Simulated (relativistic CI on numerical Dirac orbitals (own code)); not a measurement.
**d3 in a ligand field**

Computed with a parametric ligand-field model of a d^n configuration (Racah B and C, spin-orbit zeta, crystal field), exact diagonalisation.

Field parameters in Wybourne normalisation: Oh B⁴₀ = 21Dq, B⁴₄ = √(5/14) B⁴₀; Td as Oh with Dq negative (B⁴₀ = 21Dq, B⁴₄ = √(5/14) B⁴₀). The field is a parameter set, without covalency.

Q: Ground term and bands for B = 760, C = 3870, ζ = 0 cm⁻¹, Oh, 10Dq = 32800 cm⁻¹?

A: Ground term 4A2 with 0.00 electrons in the two orbitals of the cubic e set. Spin-allowed: 4T2 32800 cm⁻¹ (305 nm), 4T1 41142 cm⁻¹ (243 nm), 4T1 68658 cm⁻¹ (146 nm). Lowest spin-forbidden: 2E 17542 cm⁻¹ (570 nm), 2T1 18092 cm⁻¹ (553 nm), 2T2 27499 cm⁻¹ (364 nm). With an A2 ground term the first spin-allowed band lies at |10Dq| itself.

Q: A d3 ion in Oh symmetry has the ground term 4A2 and bands at 2E 10447 cm⁻¹ (957 nm), 2T1 10809 cm⁻¹ (925 nm), 2T2 16839 cm⁻¹ (594 nm), 4T2 30600 cm⁻¹ (327 nm), 4T1 36678 cm⁻¹ (273 nm), 4T1 63222 cm⁻¹ (158 nm). Which parameters reproduce them?

A: B = 540, C = 2050, ζ = 0 cm⁻¹, Oh, 10Dq = 30600 cm⁻¹.

Q: Ground term and bands for B = 550, C = 2480, ζ = 0 cm⁻¹, Oh, 10Dq = 37500 cm⁻¹?

A: Ground term 4A2 with 0.00 electrons in the two orbitals of the cubic e set. Spin-allowed: 4T2 37500 cm⁻¹ (267 nm), 4T1 43769 cm⁻¹ (228 nm), 4T1 76981 cm⁻¹ (130 nm). Lowest spin-forbidden: 2E 11892 cm⁻¹ (841 nm), 2T1 12217 cm⁻¹ (819 nm), 2T2 19211 cm⁻¹ (521 nm). With an A2 ground term the first spin-allowed band lies at |10Dq| itself.

Q: A d3 ion in Oh symmetry has the ground term 4A2 and bands at 2E 18817 cm⁻¹ (531 nm), 2T1 19456 cm⁻¹ (514 nm), 2T2 29673 cm⁻¹ (337 nm), 4T2 38150 cm⁻¹ (262 nm), 4T1 47716 cm⁻¹ (210 nm), 4T1 79784 cm⁻¹ (125 nm). Which parameters reproduce them?

A: B = 870, C = 4010, ζ = 0 cm⁻¹, Oh, 10Dq = 38150 cm⁻¹.

Q: Ground term and bands for B = 520, C = 1870, ζ = 0 cm⁻¹, Td, 10Dq = -5100 cm⁻¹?

A: Ground term 4T1 with 1.92 electrons in the two orbitals of the cubic e set. Spin-allowed: 4T2 4451 cm⁻¹ (2247 nm), 4A2 9551 cm⁻¹ (1047 nm), 4T1 11601 cm⁻¹ (862 nm). Lowest spin-forbidden: 2E 4178 cm⁻¹ (2394 nm), 2T1 8358 cm⁻¹ (1197 nm), 2T2 8509 cm⁻¹ (1175 nm).
